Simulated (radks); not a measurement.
Task: Pd13+, 33 electrons, occupied as [Ar] 3d10 4s2 4p3 (the NIST ground configuration). Calculated with a radial shooting solver on a logarithmic mesh with Libxc functionals: Dirac Kohn-Sham, exchange-only PBE, spin-unpolarised, spherical densities, finite nucleus; open shells fill j = l - 1/2 first; Fermi nuclear charge, rms radius 4.5318 fm.

Spin-orbit splittings of the eigenvalues, e(l+1/2) - e(l-1/2), with zeta = 2 splitting/(2l+1) and mean radii in bohr:

| shell | occ. | splitting (eV) | zeta (eV) | <r> j=l-1/2 | <r> j=l+1/2 |
|---|---|---|---|---|---|
| 2p | 6 | 159.6 | 106.4 | 0.1171 | 0.1220 |
| 3p | 6 | 28.24 | 18.83 | 0.3685 | 0.3790 |
| 3d | 10 | 5.694 | 2.278 | 0.3508 | 0.3541 |
| 4p | 3 | ? | ? | 0.8824 | 0.9004 |

Estimate the 4p splitting.

Result: 6.365 eV (zeta = 4.243 eV).
